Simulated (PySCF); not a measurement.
Compound: C3H10NOSi2 (doublet state).
SMILES with atom numbers: `[CH3:1][C:2]1[CH2:3][Si@H:4]([NH:5][SiH3:6])[O:7]1` (hydrogens: H8, H9, H10 on C1; H11, H12 on C3; H13 on Si4; H14 on N5; H15, H16, H17 on Si6)

Structure used (GFN2-xTB), in Å, numbered top down from 1:
```
atom  x, y, z in Å
C1    -2.8510    0.3532    0.0133
C2    -1.4120    0.1628    0.2950
C3    -0.7824   -0.9686    1.0475
Si4    0.5080   -0.8740   -0.3673
N5     2.1216   -0.3777   -0.0547
Si6    2.6558    1.1231    0.6443
O7    -0.4995    0.3952   -0.7504
H8    -2.9947    1.2614   -0.5682
H9    -3.4070    0.4282    0.9466
H10   -3.2696   -0.4838   -0.5635
H11   -0.4340   -0.6876    2.0410
H12   -1.4164   -1.8494    1.1487
H13    0.4848   -1.9339   -1.3677
H14    2.8312   -1.0336   -0.3269
H15    1.9279    1.3555    1.8927
H16    4.0829    0.9110    0.8985
H17    2.4474    2.2303   -0.2894
```

The hyperfine couplings belong to this conformer and change with its torsions.

Method: PySCF 2.14.0, UKS B3LYP, pcH-1 on C H N O Si, non-relativistic, mean-field spin-orbit, GIAO. The structure is a single GFN2-xTB conformer in the gas phase; no vibrational or solvent corrections. The geometry wasn't refined by DFT: couplings that depend on bond lengths, twists or pyramidal angles can differ widely from those at the functional's own minimum. Stability of the SCF solution: not tested.

Principal values of hyperfine tensors in MHz (contact, dipolar and spin–orbit terms together), for some of the nuclei:

| atom | isotope | A1 | A2 | A3 |
| --- | --- | --- | --- | --- |
| C2 | 13C | 133.49 | 135.02 | 365.50 |
| H11 | 1H | 73.67 | 74.87 | 89.92 |
| H12 | 1H | 45.28 | 46.84 | 57.00 |
| O7 | 17O | -80.51 | -8.89 | -6.55 |
| H8 | 1H | 18.49 | 19.42 | 34.29 |
| H9 | 1H | 17.48 | 18.67 | 33.92 |
| Si4 | 29Si | -24.79 | -21.23 | -20.56 |
| H13 | 1H | 18.00 | 18.08 | 23.53 |

Split each tensor into its isotropic and traceless parts, and turn a_iso into mT with g = 2.0031.

a_iso is a third of the trace, T = A − a_iso, and a(mT) = a(MHz)/(g × 13.996).

```json
{"atom": "C2", "a_iso (MHz)": "211.34", "a_iso (mT)": "7.538", "T1": "-77.85", "T2": "-76.32", "T3": "154.16"}
{"atom": "H11", "a_iso (MHz)": "79.49", "a_iso (mT)": "2.835", "T1": "-5.82", "T2": "-4.62", "T3": "10.43"}
{"atom": "H12", "a_iso (MHz)": "49.71", "a_iso (mT)": "1.773", "T1": "-4.43", "T2": "-2.86", "T3": "7.29"}
{"atom": "O7", "a_iso (MHz)": "-31.98", "a_iso (mT)": "-1.141", "T1": "-48.53", "T2": "23.09", "T3": "25.44"}
{"atom": "H8", "a_iso (MHz)": "24.06", "a_iso (mT)": "0.858", "T1": "-5.58", "T2": "-4.65", "T3": "10.22"}
{"atom": "H9", "a_iso (MHz)": "23.36", "a_iso (mT)": "0.833", "T1": "-5.87", "T2": "-4.69", "T3": "10.57"}
{"atom": "Si4", "a_iso (MHz)": "-22.19", "a_iso (mT)": "-0.792", "T1": "-2.60", "T2": "0.96", "T3": "1.64"}
{"atom": "H13", "a_iso (MHz)": "19.87", "a_iso (mT)": "0.709", "T1": "-1.87", "T2": "-1.79", "T3": "3.66"}
```

What spin density at the nucleus of H9 lies behind its contact coupling (g_N = 5.58569)?

a_FC = 800.24 MHz bohr³ × g_N × ρ(0)/(2S). With a_FC = 23.36 MHz and 2S = 1, ρ(0) = 0.005225 bohr⁻³. In magnitude that is 1.6 % of the 1/π = 0.318 of a free hydrogen atom.

H10 (1H, g_N = 5.58569) isn't in the table. Its spin density at the nucleus is 0.02786 bohr⁻³. What is its contact coupling?

By the same relation, a_FC = 124.5 MHz. Its full tensor has the principal values 120.19, 121.55, 131.86 MHz.

Name the largest traceless tensor T of the table and describe it.

C2: -77.8, -76.3, 154.2 MHz, axial, in the ratio −1:−1:+2, the form that spin in one p orbital centred on that nucleus gives.

What first-order splitting does C2 cause when the field lies along A1, A2 or A3 of its tensor (g taken as isotropic, no quadrupole term)?

2 lines (I = 1/2), spaced by |A_i|/(g × 13.996): 4.76, 4.82, 13.04 mT along the axes of A1, A2 and A3.

Time: 95 s of wall time (with the writing of density and orbital grids); peak memory 1.1 GiB. Hardware: Arm Neoverse V2, one thread, on a shared host.
